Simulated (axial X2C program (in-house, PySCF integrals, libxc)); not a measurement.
**What spin–orbit coupling does to CuIn**

Computed with an in-house all-electron X2C program for linear molecules (integrals from PySCF). Spin-free means the one-electron spin-free X2C Hamiltonian; two-component (2c) means X2C with spin–orbit coupling and atomic mean-field two-electron Coulomb and Gaunt terms, so the difference of the two also holds small scalar two-electron terms. Basis: In dyall-cv3z [11s12p9d4f1g], Cu dyall-cv3z [9s9p6d3f2g] (cores contracted in-house); Gaussian nuclei, density fitting, unrestricted open shells. Masses: In 114.904 u, Cu 62.930 u.

Spin-free state: M_S = 0, Λ = 0 (closed shell); fragments In + Cu.

```csv
level,Re (Å),ωe (cm⁻¹),De (eV),μ (D)
PBE0,2.551,183.5,1.995,-0.92
HF,2.751,143.9,n/a,0.59
MP2,2.521,196.0,1.896,n/a
r2SCAN,2.498,200.6,2.335,-0.98
```

Correlated methods: 14 electrons correlated (number of frozen shells: In 4 s, 3 p, 2 d; Cu 3 s, 2 p), 310 virtual spin orbitals or spinors in MP2.

Dipoles are positive if Cu is the positive end.

Two-component determinant lowest at the distance of the search:

Ω = 0 (closed shell); fragments In + Cu.

```
 level  Re (Å)  ωe (cm⁻¹)  De (eV)  μ (D)
  PBE0   2.551      183.3      n/a  -0.89
    HF   2.749      143.9      n/a   0.66
   MP2   2.524      195.5    1.738    n/a
r2SCAN   2.498      200.4      n/a  -0.96
```

Problem. From the two tables, how do the constants change at the MP2 level (2c against spin-free)?

Solution. At the MP2 level Re goes up by 0.003 Å and ωe decreases by 0.5 cm⁻¹; De changes by -0.158 eV.

The state is a single determinant with fixed occupations, the lowest that a limited PBE0 search found. The closed shell is kept restricted, so the energy runs too high when the bond is stretched far. Dissociation energies refer to the lowest single-determinant-based atoms at the same level and basis. De is not given where an atomic determinant may have missed its ground term or J level, or where the truncated virtual space spoils (T). The functionals have no current-density term, which raises determinants with orbital currents, atoms included. With the outer-core shells frozen, correlated bond lengths of heavy atoms tend to come out a few hundredths of an ångström too long.
